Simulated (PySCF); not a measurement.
Compound: C4H7NSi.
Geometry (PBE0-D3(BJ)/def2-SVP, Å), atoms numbered from 1 in this order:
```xyz
13
C4H7NSi angstrom
Si     2.192    0.406   -0.264
N      0.824   -0.561   -0.749
C     -0.373   -0.428   -0.377
C     -1.628   -1.146   -0.678
C     -2.343   -0.342    0.140
C     -1.169    0.516    0.569
H      3.200   -0.491    0.373
H      1.853    1.508    0.701
H      2.794    1.014   -1.486
H     -1.869   -1.997   -1.317
H     -3.400   -0.308    0.411
H     -1.197    1.574    0.259
H     -0.884    0.464    1.633
```

Jobs on this species (13 atoms, 52 electrons) with PySCF (density fitting). Hardware of each: an Arm Neoverse V1 with one thread, on a shared host. The host was shared with other jobs, so the times are rough. Peak memory is the resident size of the whole Python process, interpreter and libraries included.

```tsv
level and settings	work	basis functions	SCF cycles	wall time	peak memory
delta-SCF UKS SCAN, def2-TZVP on the ionised atom, pcseg-1 elsewhere, spin-free X2C	ΔSCF core ionisation, 7 holes	142	?	?	?
delta-SCF UKS B3LYP, pcX-2 on the ionised atom, pcseg-1 elsewhere, spin-free X2C	ΔSCF core ionisation, 7 holes	165	111	61 s	0.60 GiB
delta-SCF UKS SCAN, pcX-1 on the ionised atom, pcseg-1 elsewhere, spin-free X2C	ΔSCF core ionisation, 7 holes	145	132	46 s	0.59 GiB
delta-SCF UKS SCAN, pcX-2 on the ionised atom, pcseg-1 elsewhere, spin-free X2C	ΔSCF core ionisation, 7 holes	165	136	56 s	0.51 GiB
delta-SCF UKS PBE, pcX-2 on the ionised atom, pcseg-1 elsewhere, spin-free X2C	ΔSCF core ionisation, 7 holes	165	123	32 s	0.59 GiB
delta-SCF UKS SCAN, pcX-2 on the ionised atom, pcseg-1 elsewhere, non-relativistic	ΔSCF core ionisation, 7 holes	165	136	55 s	0.59 GiB
delta-SCF UKS PBE0, pcX-2 on the ionised atom, pcseg-1 elsewhere, spin-free X2C	ΔSCF core ionisation, 7 holes	165	111	60 s	0.59 GiB
PBE0-D3(BJ)/def2-SVP, grid level 1	geometry optimisation from a GFN2-xTB start shaken at random	123	89	74 s	0.50 GiB
```

Problem. Fill in the missing figures.

Solution. 
- delta-SCF UKS SCAN, def2-TZVP on the ionised atom, pcseg-1 elsewhere, spin-free X2C; ΔSCF core ionisation, 7 holes: 53 s, 0.59 GiB, 134 SCF cycles

Problem. What do all jobs in the table cost together?

Solution. About 7.3 min; the longest takes about 17 % of that, and about 2.3 times as long as the shortest.
